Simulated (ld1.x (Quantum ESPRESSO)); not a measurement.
**Before and after: RRKJ potential for B**

```
Element                 : B (Z = 5)
Generator               : ld1.x (Quantum ESPRESSO) 7.5
Type                    : norm-conserving RRKJ (Kleinman–Bylander form)
Functional              : PBEsol
Relativity              : scalar-relativistic
Frozen core             : [He]
Valence charge          : 3
Reference configuration : 2s1.5 2p1.5
Partial waves           : 2p (bound): rc 4.20 bohr; 2s (bound): rc 1.00 bohr
Local potential         : the s channel
Core correction         : a·sin(br)/r model core inside 0.85 bohr
rho0                    : 0.005
```

Change: all radii but the core radius scaled by about 1.33 (s 1.34, p 5.60 bohr).

Cutoffs: the cutoffs (Ry, on a coarse ladder) from which the occupation-weighted sum of valence levels, in a spherical-Bessel basis at the reference potential, stays within 10 and 1 mRy of its value at 400 Ry; they do not see the model core or the augmentation charge, which bear on the density cutoff. Errors are all-electron minus pseudo energies relative to the spin-unpolarised reference configuration.

**Question.** How do hardness, ghosts and transferability respond?

**Answer.** The potential gets softer (55 Ry and 140 Ry → 18 Ry and 50 Ry); of the 7 tests that both files solve, the error grows in 7 and shrinks in 0 by more than 15 % and 0.3 meV (median size 95.7 → 224.8 meV); neither file shows a bound ghost at the reference potential, the only one tested. A larger radius leaves more room for a smooth pseudo-wave, so fewer plane waves are needed. More of the atom is replaced by a form fitted at one configuration, so other configurations suffer.

```tsv
quantity	base	changed
cutoff, loose	55 Ry	18 Ry
cutoff, tight	140 Ry	50 Ry
loose cutoff by channel (10 mRy a level)	p 6 Ry, s 45 Ry	p 6 Ry, s 18 Ry
bound ghosts	none	none
error for 2s2 2p1, meV [ΔE -2.91 eV]	-22	-54
error for 2s2 2p0, meV [ΔE 5.23 eV]	+478	+1047
error for 2s1 2p0, meV [ΔE 30.49 eV]	+1426	+3035
error for 2s2 2p1.3, meV [ΔE -3.63 eV]	-36	-86
error for 2s0 2p3, meV [ΔE 8.75 eV]	-191	-492
error for 2s2 2p0.5, meV [ΔE -0.05 eV]	+96	+225
error for 2s1 2p2, meV [ΔE 2.91 eV]	-21	-55
```

Base: These tests converged, but a pseudo level misses the all-electron one widely, so the file describes the atom poorly there or has found another state: 2s1 2p0: empty 2p by 2.6 eV. Changed file: These tests converged, but a pseudo level misses the all-electron one widely, so the file describes the atom poorly there or has found another state: 2s2 2p0: empty 2p by 2.4 eV; 2s1 2p0: 2s by 2.2 eV.
